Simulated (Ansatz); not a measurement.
A run for Ansatz (an electronic-structure program): U-CCSD(T)/aug-cc-pVDZ on BeH2O (SMILES [BeH][OH]), a point of a bond scan (R = 2.656 Å).

Ansatz 0.2 input:
```yaml
crystal:
  periodic: [false, false, false]
  atoms:
    - {symbol: Be, position_ang: [-0.78408142, -0.35296304, 0.02982263]}
    - {symbol: H, position_ang: [-3.20651032, -1.43688820, 0.12987523]}
    - {symbol: O, position_ang: [0.51114037, 0.18521819, -0.07360318]}
    - {symbol: H, position_ang: [1.04249858, 0.82503224, 0.38968601]}
basis:
  gaussian:
    orbitals: aug-cc-pVDZ
correlation: {method: ccsd_t, electrons: outside_noble_gas}
scf: {omitted_lower_state_checks: [cluster_reference]}
magnetization: {spin_polarized: true, initial_magnetization: 0}
```

The log:

```
WARN ansatz: RAYON_NUM_THREADS=1 ignored (pool sized by the plan → 1); use --threads N
Functional definition: HF
these checks for a lower state are left out or cut short: cluster_reference
integrals: 0.05 GiB planned
595 factors; integrals over basis functions are off by at most 7.7e-4 eV
mean field: 0.11 GiB planned
mean field evaluation 1: about -2461.8119 eV, gradient 2.7e1 eV
mean field evaluation 2: about -2461.8322 eV, gradient 2.7e1 eV
mean field evaluation 4: about -2465.1027 eV, gradient 1.6e0 eV
mean field evaluation 8: about -2465.1367 eV, gradient 1.3e-3 eV
mean field evaluation 16: about -2465.8748 eV, gradient 1.9e0 eV
mean field evaluation 32: about -2465.9299 eV, gradient 1.8e-4 eV
mean field -2465.92993878 eV, -90.6212537829 hartree, gradient 2.1e-6 eV, S^2 0.759284; 4 other end points of the search recorded, 0 dependent functions left out
2 core orbitals not correlated
reference -2465.92993878 eV, -90.6212537829 hartree; 5, 5 occupied and 57, 57 virtual orbitals, 595 factors
second order -6.33197851 eV of doubles, -0.00000000 eV of singles
coupled cluster: 0.19 GiB planned
cycle   1  -6.33749614 eV  change   -5.5e-3 eV  update   7.6e-2
cycle   2  -6.51455288 eV  change   -1.8e-1 eV  update   3.8e-2
cycle   3  -6.61858218 eV  change   -1.0e-1 eV  update   3.3e-2
cycle   4  -6.66562913 eV  change   -4.7e-2 eV  update   2.7e-2
cycle   5  -6.77137340 eV  change   -1.1e-1 eV  update   2.4e-2
cycle   6  -6.89481797 eV  change   -1.2e-1 eV  update   1.7e-2
cycle   7  -6.95414857 eV  change   -5.9e-2 eV  update   1.1e-2
cycle   8  -6.98586877 eV  change   -3.2e-2 eV  update   5.3e-3
cycle   9  -6.99574305 eV  change   -9.9e-3 eV  update   2.0e-3
cycle  10  -6.99524693 eV  change    5.0e-4 eV  update   7.7e-4
cycle  11  -6.99583888 eV  change   -5.9e-4 eV  update   3.4e-4
cycle  12  -6.99612591 eV  change   -2.9e-4 eV  update   1.3e-4
cycle  13  -6.99610534 eV  change    2.1e-5 eV  update   5.5e-5
cycle  14  -6.99619343 eV  change   -8.8e-5 eV  update   2.9e-5
cycle  15  -6.99620944 eV  change   -1.6e-5 eV  update   9.8e-6
cycle  16  -6.99621353 eV  change   -4.1e-6 eV  update   4.7e-6
cycle  17  -6.99621288 eV  change    6.5e-7 eV  update   2.5e-6
cycle  18  -6.99621331 eV  change   -4.3e-7 eV  update   1.5e-6
cycle  19  -6.99621463 eV  change   -1.3e-6 eV  update   1.1e-6
cycle  20  -6.99621734 eV  change   -2.7e-6 eV  update   9.4e-7
coupled cluster: 0.19 GiB planned
perturbative correction -0.21002182 eV, -0.0077181596 hartree
Total energy: -2473.13617794 eV, -90.8860781875 hartree
Checks for a lower state left out: cluster_reference
```

The run converged. Its determinant has ⟨S²⟩ = 0.76, a mixture of spin states.

Cost: very roughly 4 core-seconds.
